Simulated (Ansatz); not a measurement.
CH6AlNO. The species carries charge 0 and has multiplicity 1. The bonds changed during the relaxation, so this is another structure than the one it started from.

```xyz
10

N     1.697    0.150    0.193
C     0.780   -0.208   -0.636
O    -2.179   -1.035   -0.050
Al   -1.147    0.349   -0.067
H     2.693    0.028    0.051
H     1.383    0.605    1.052
H     1.181   -0.690   -1.532
H    -2.292   -1.552    0.744
H    -1.509    1.475   -1.147
H    -0.609    0.878    1.391
```

Task: List the harmonic frequencies (cm⁻¹, unscaled) at PBE0-D4/def2-TZVP in Ansatz. (Estimate.)

Result: The calculation gave: 71, 161, 211, 261, 398, 498, 529, 629, 679, 726, 770, 816, 901, 1078, 1154, 1393, 1522, 1669, 1702, 1853, 3111, 3397, 3562, 3969.

Task: Is this a minimum?

Result: Yes, all 24 modes are real.

Task: Give the ideal-gas thermochemistry at 298.15 K and 1 bar (rigid rotor, harmonic oscillator; point group C1, symmetry number 1).

Result: Zero-point energy 185.8 kJ/mol; H(298) − E = 205.7 kJ/mol; entropy 329.3 J/(mol·K), of which translation 162.7, rotation 106.7, vibration 59.9; G(298) − E = 107.5 kJ/mol. Modes under 100 cm⁻¹ are hindered rotations or soft bends, so the harmonic entropy is rough.

Task: Rotational constants (cm⁻¹)?

Result: 0.4857, 0.09341, 0.08805.
